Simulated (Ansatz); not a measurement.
Pt3, relaxed as a quintet with UKS PBE-D4/def2-TZVP in Ansatz, starting from the PBE-D4/def2-TZVP geometry of the neutral singlet. Force threshold 0.02 eV/Å.

In the def2 sets Pt takes a core potential; there is no spin–orbit coupling. At PBE-D4/def2-TZVP a triplet of charge 0 lies 0.81 eV below the quintet, each at its own geometry. The structure comes from a short search, and lower isomers may exist.

Start:

Cartesian coordinates in Å:
```
Pt -1.416 0.059 0.177
Pt 0.571 0.270 -1.281
Pt 0.844 -0.329 1.104
```

```json
{"step": "1", "energy (eV)": "-9745.5084", "largest force component (eV/Å)": "0.641", "SCF passes": "79"}
{"step": "2", "energy (eV)": "-9745.5186", "largest force component (eV/Å)": "0.390", "SCF passes": "37"}
{"step": "3", "energy (eV)": "-9745.5289", "largest force component (eV/Å)": "0.029", "SCF passes": "36"}
{"step": "4", "energy (eV)": "-9745.5290", "largest force component (eV/Å)": "0.001", "SCF passes": "36"}
```

Force components are those of the run's own axes.

End:

```xyz
3

Pt   -1.433    0.059    0.183
Pt    0.581    0.274   -1.302
Pt    0.852   -0.333    1.120
```

By distances, no bond broke or formed. The bond that changes most is Pt2–Pt3, from 2.47 to 2.51 Å (atoms count from 1).

No frequencies were taken in this run, so the end may be a saddle point.

Run time 9.5 s (4 threads of Arm Neoverse V1 on a shared host).
